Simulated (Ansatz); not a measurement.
`[NH2][Sn]([F])([Cl])[Cl]` + SiH₄ → `[F][Sn]([SiH3])([Cl])[Cl]` + NH₃  (formal exchange of groups at the Sn–N bond)

Program: Ansatz. Geometries: PBE0-D4/def2-TZVP. ΔE: electronic, gas phase. CCSD(T)/CBS adds triple-zeta CCSD(T) − MP2 to the extrapolated MP2 energy (def2 sets, frozen cores). This one scheme is used for every species. DFT in def2-TZVPP. HSE06 is defined as in plane-wave codes. Elements past krypton have def2 core potentials. For Sn outer-core shells are correlated without core-valence functions, which leaves a few kJ/mol of doubt a bond. One conformer a species, not always the lowest.

(1) Is it downhill or uphill in electronic energy at CCSD(T)/CBS, and by how much? (Estimate.)

(2) What do these levels give: r2SCAN-D4, CAM-B3LYP-D4, BLYP, HSE06, CCSD(T)/def2-TZVPP, CCSD/CBS(def2)? (An estimate is asked.)

(3) What do rigid-rotor, harmonic-oscillator terms from PBE0-D4/def2-TZVP frequencies (298.15 K, 1 bar) make of the CCSD(T)/CBS value? (Estimate.)

Largest T1 diagnostic among the species: 0.013.

Answers

(1) The calculation gave: Downhill: ΔE = -9.5 kcal/mol.

(2) Ansatz gave: r2SCAN-D4 -10.6, CAM-B3LYP-D4 -9.6, BLYP -10.9, HSE06 -12.0, CCSD(T)/def2-TZVPP -8.2, CCSD/CBS(def2) -9.7 kcal/mol.

(3) Computed: ΔZPE = +1.8 kcal/mol, ΔH = -7.3 kcal/mol, ΔS = 11 J/(mol·K), ΔG = -8.1 kcal/mol. Modes under 50 cm⁻¹ make the entropy rough.

Leaving LDA and LC-ωPBE aside and taking each functional with its dispersion term where it has one, the values, not all of them listed here, spread over 3.4 kcal/mol, from PBE-D4 to ωB97X-V. From BLYP to BHLYP (50 % exact exchange), in def2-TZVPP and without D4, ΔE moves by +1.3 kcal/mol. At CCSD(T), def2-SVP lies +1.7 kcal/mol from the extrapolated value and def2-TZVPP +1.3 kcal/mol.
